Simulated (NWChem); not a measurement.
Everything below was run with NWChem. System: CH4O2Si, charge 0, spin multiplicity 1, at a geometry optimised with B3LYP/def2-SVP. The structure started from a generated list of species. Level: G0W0@PBE0/def2-SVPD, RI basis def2-svpd-rifit.

Input file:

```
start mol
memory heap 200 mb stack 700 mb global 1700 mb
geometry units angstroms nocenter noautoz
  O     -1.374121     1.108859     0.000000
  C     -1.358979    -0.093030     0.000000
  O     -0.247616    -0.837320     0.000000
  Si     1.301244    -0.080305     0.000000
  H     -2.266335    -0.733710     0.000000
  H      1.469202     0.736687    -1.227954
  H      1.469202     0.736687     1.227954
  H      2.238292    -1.229521     0.000000
  symmetry group Cs
end
basis spherical
  * library def2-svpd
end
basis "ri basis" bse spherical
  * library def2-svpd-rifit
end
dft
  xc pbe0
  iterations 100
  direct
  tolerances tight
end
task dft energy
gw
  states alpha occ 4 vir 2
end
task dft gw
```

Part of the output:

```
             Northwest Computational Chemistry Package (NWChem) 7.3.0
             --------------------------------------------------------

                                NWChem Input Module
                                -------------------

 Scaling coordinates for geometry "geometry" by  1.889725989
 (inverse scale =  0.529177249)

 Turning off AUTOSYM since
 SYMMETRY directive was detected!

                             Geometry "geometry" -> ""
                             -------------------------

 Output coordinates in angstroms (scale by  1.889725989 to convert to a.u.)

  No.       Tag          Charge          X              Y              Z
 ---- ---------------- ---------- -------------- -------------- --------------
    1 O                    8.0000    -1.37412100     1.10885900     0.00000000
    2 C                    6.0000    -1.35897900    -0.09303000     0.00000000
    3 O                    8.0000    -0.24761600    -0.83732000     0.00000000
    4 Si                  14.0000     1.30124400    -0.08030500     0.00000000
    5 H                    1.0000    -2.26633500    -0.73371000     0.00000000
    6 H                    1.0000     1.46920200     0.73668700    -1.22795400
    7 H                    1.0000     1.46920200     0.73668700     1.22795400
    8 H                    1.0000     2.23829200    -1.22952100     0.00000000

 Effective nuclear repulsion energy (a.u.)     162.9997086145

            Nuclear Dipole moment (a.u.)
            ----------------------------
        X                 Y               Z
 ---------------- ---------------- ----------------
     0.0000132281     0.0000094486     0.0000000000

      Symmetry information
      --------------------

 Group name             Cs
 Group number              2
 Group order               2
 No. of unique centers     7

      Symmetry unique atoms

     1    2    3    4    5    6    8


 Summary of "ao basis" -> "" (spherical)
 ------------------------------------------------------------------------------
       Tag                 Description            Shells   Functions and Types
[...]
     ---------------------------------

     L   x y z        total         alpha         beta         nuclear
     -   - - -        -----         -----         ----         -------
     0   0 0 0     -0.000000    -20.000000    -20.000000     40.000000

     1   1 0 0      0.351985      0.175986      0.175986      0.000013
     1   0 1 0     -0.581321     -0.290665     -0.290665      0.000009
     1   0 0 1      0.000000      0.000000      0.000000      0.000000

     2   2 0 0    -21.309591   -126.438983   -126.438983    231.568375
     2   1 1 0      2.880477     19.581042     19.581042    -36.281606
     2   1 0 1     -0.000000     -0.000000     -0.000000      0.000000
     2   0 2 0    -26.380113    -46.620690    -46.620690     66.861266
     2   0 1 1      0.000000      0.000000      0.000000      0.000000
     2   0 0 2    -23.129852    -16.949630    -16.949630     10.769409

 Task  times  cpu:       13.6s     wall:       13.6s

                                NWChem Input Module
                                -------------------

                                 NWChem GW Module
                                 ----------------

                             ***********************
                             ***        GW       ***
                             ***********************

 Summary of "ri basis" -> "ri basis" (spherical)
 ------------------------------------------------------------------------------
       Tag                 Description            Shells   Functions and Types
 ---------------- ------------------------------  ------  ---------------------
 O                      def2-svpd-rifit             20       64   7s6p5d2f
 C                      def2-svpd-rifit             20       64   7s6p5d2f
 Si                     def2-svpd-rifit             24       78   9s6p6d3f
 H                      def2-svpd-rifit              9       23   4s3p2d

                 Memory Information
                 ------------------
          Available GA per process is          1699.9 MBs
          Available stack per process is        700.0 MBs
          Available heap per process is           0.0 MBs

          Peak memory in Initialization
              Peak GA per process is                  8.5 MBs
              Peak stack per process is               0.2 MBs
              Peak heap per process is                8.8 MBs
              Memory not in MA per process            0.0 MBs

          Peak memory in AFF Calculation
              Peak GA per process is                 44.7 MBs
              Peak stack per process is              31.8 MBs
              Peak heap per process is                0.0 MBs
              Memory not in MA per process           31.8 MBs

          Computing 2-center integrals
          Computing Inverse Cholesky factor
          Computing 3-center integrals
          Computing V_xc ...

          Computing Sigma_x
          Computing RPA polarizability
          Solving quasiparticle equations

                  Alpha Orbitals
          State     Energy (eV)     Error (eV)
          -----------------------------------
@GW        17        -12.687           0.005
@GW        18        -12.185           0.005
@GW        19        -11.420           0.004
@GW        20        -10.511           0.004
@GW        21          2.267           0.002
@GW        22          1.995           0.004

   Applying  -1.8452 eV scissor-shift to rest of particle states

   Applying   2.7503 eV scissor-shift to rest of hole states

     GW Timing Statistics
   ------------------------
   Init.   :          0.1s
     ERIs  :          1.1s
     Distr.:          0.0s
     Vxc   :          1.5s
   Sigma_x :          0.0s
   RPA     :          1.8s
   Wmn     :          0.0s
   Sigma_c :          0.0s
   GW total:          4.5s

 Task  times  cpu:        4.5s     wall:        4.5s

 Total times  cpu:       18.2s     wall:       18.2s
```
